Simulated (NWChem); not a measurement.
Species: CH6Zr; SMILES [CH3][ZrH3]

def2 effective core potentials on Zr; no spin-orbit coupling.

### Question
Give the equilibrium geometry at PBE0/def2-SVP with def2 effective core potentials on Zr (NWChem) as a Z-matrix, with the point group.

### Answer
point group C3v; any orientation.
```
Zr
H 1 1.8547
H 1 1.8547 2 110.93
H 1 1.8547 2 110.93 3 -123.76
C 1 2.1695 2 107.97 4 -118.12
H 5 1.1069 1 110.60 2 -120.01
H 5 1.1069 6 108.33 1 -121.35
H 5 1.1069 6 108.33 7 -117.30
```
